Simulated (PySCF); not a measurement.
CdC: one state, many levels of theory

State: ³Σ⁻ (triplet), unpaired electrons π ↑↑. Set-up: PySCF, scalar-relativistic core potentials, basis sets Cd cc-pVDZ-PP with ECP28, C cc-pVDZ. De refers to Cd + C in their high-spin ground configurations, without counterpoise correction. The functionals are run spin-unrestricted. A positive dipole means Cd(−)C(+). Levels whose curve was spin-contaminated or gave no clean fit are not listed.

```tsv
Level	Re (Å)	ωe (cm⁻¹)	De (eV)	μ (D)
ROHF-MP2	2.148	359	0.489	n/a
ROHF-SCS-MP2	2.203	305	0.330	n/a
PBE	2.144	421	1.22	-2.69
PBEsol	2.107	455	1.43	-2.65
revPBE	2.169	401	1.06	-2.75
TPSS	2.160	413	1.14	-2.78
```

The bond length runs from 2.107 Å (PBEsol) to 2.203 Å (ROHF-SCS-MP2). De spans 0.33 eV (ROHF-SCS-MP2, perturbation theory) to 1.43 eV (PBEsol, GGA).

Correlated steps freeze 1 core orbital. Correlated levels converge slowly with the basis: in double zeta they bind strong bonds too weakly, by up to about 1 eV, and carry superposition errors of some tenths. Spin–orbit coupling is left out. The state is the lowest determinant that a PBE0 search found; another state may lie lower at other levels.
